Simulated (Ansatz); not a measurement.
A CCSD(T) single point on `[SeH][SiH2][SeH]`.

```yaml
crystal:
  periodic: [false, false, false]
  atoms:
    - {symbol: Se, position_ang: [-1.925444, -0.265633, 0.386956]}
    - {symbol: Si, position_ang: [0.142746, 0.639762, 0.117253]}
    - {symbol: Se, position_ang: [1.721180, -0.828911, -0.604861]}
    - {symbol: H, position_ang: [-1.971673, -0.761172, -0.994971]}
    - {symbol: H, position_ang: [0.166389, 1.708017, -0.910452]}
    - {symbol: H, position_ang: [0.454611, 1.197793, 1.454880]}
    - {symbol: H, position_ang: [1.473391, -1.757956, 0.505495]}
basis:
  gaussian: {orbitals: def2-TZVPP}
correlation: {method: ccsd_t}
output: {orbitals: {seedname: orbitals}}
```

```sh
$ ansatz run in.yaml --threads 4 --pin off --events-out ev --progress --plain --max-ram 10444MiB
```

Output of Ansatz, abridged:

```
Functional definition: HF
1195 factors; integrals over basis functions are off by at most 1.2e-3 eV
mean field evaluation 1: about -138532.0896 eV, gradient 1.5e1 eV
mean field evaluation 2: about -138532.3280 eV, gradient 1.6e1 eV
mean field evaluation 4: about -138533.5667 eV, gradient 2.7e0 eV
mean field evaluation 8: about -138533.5981 eV, gradient 1.7e-1 eV
mean field evaluation 16: about -138533.5983 eV, gradient 1.6e-6 eV
mean field -138533.59830693 eV, -5091.0158363343 hartree, gradient 1.6e-6 eV, S^2 0.000000; 0 other end points of the search recorded, 0 dependent functions left out
23 core orbitals not correlated: weight in the atoms' cores, before any rotation towards them, 1.000 or more for the frozen orbitals, at most 0.000 for the correlated occupied ones
reference -138533.59830693 eV, -5091.0158363343 hartree; 20, 20 occupied and 151, 151 virtual orbitals, 1195 factors
second order -18.39095752 eV of doubles, -0.00000000 eV of singles
cycle   1  -18.65354635 eV  change   -2.6e-1 eV  update   9.2e-2
cycle   2  -19.19278443 eV  change   -5.4e-1 eV  update   2.6e-2
cycle   3  -19.23646483 eV  change   -4.4e-2 eV  update   1.1e-2
cycle   4  -19.22591959 eV  change    1.1e-2 eV  update   2.8e-3
cycle   5  -19.22658178 eV  change   -6.6e-4 eV  update   1.1e-3
cycle   6  -19.22603476 eV  change    5.5e-4 eV  update   3.2e-4
cycle   7  -19.22592692 eV  change    1.1e-4 eV  update   1.1e-4
cycle   8  -19.22598190 eV  change   -5.5e-5 eV  update   3.5e-5
cycle   9  -19.22598509 eV  change   -3.2e-6 eV  update   1.3e-5
perturbative correction -0.72495842 eV, -0.0266417304 hartree
Total energy: -138553.54925044 eV, -5091.7490199849 hartree
```

Run time 56 s (4 threads of an Arm Neoverse V2 on a shared host); peak host memory 2.2 GiB.

MP2 recovers 92.2 % of the CCSD(T) correlation energy and the triples give 3.6 %; T1 = 0.0092.
